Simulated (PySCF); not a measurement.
Computed Raman spectrum (relative Raman activity) of a molecule CH₈N₂OSi. The structure is a stationary point at PBE-D3(BJ)/def2-SVP. The values are those of a single conformer. Method: PBE-D3(BJ)/def2-SVP (PySCF 2.14.0). Frequencies are harmonic and unscaled.

Lines under 2 % of the strongest are left out, and lines within 2 cm⁻¹ are merged.

ν (cm⁻¹): 643 (w), 767 (vw), 1381 (w), 1386 (w), 1487 (vw), 1492 (vw), 2978 (vs), 3071 (s), 3085 (m), 3487 (s), 3489 (vs), 3583 (s), 3586 (m), 3751 (s) (against the strongest line: vs over 80 %, s over 45 %, m over 15 %, w over 4 %, vw less)

Question: Pick the molecule that these values belong to.
A. C[Si](N)(N)O
B. NC[Si@@H](N)O
C. CO[SiH](N)N
D. CN[Si@@H](N)O

Answer: A, C[Si](N)(N)O
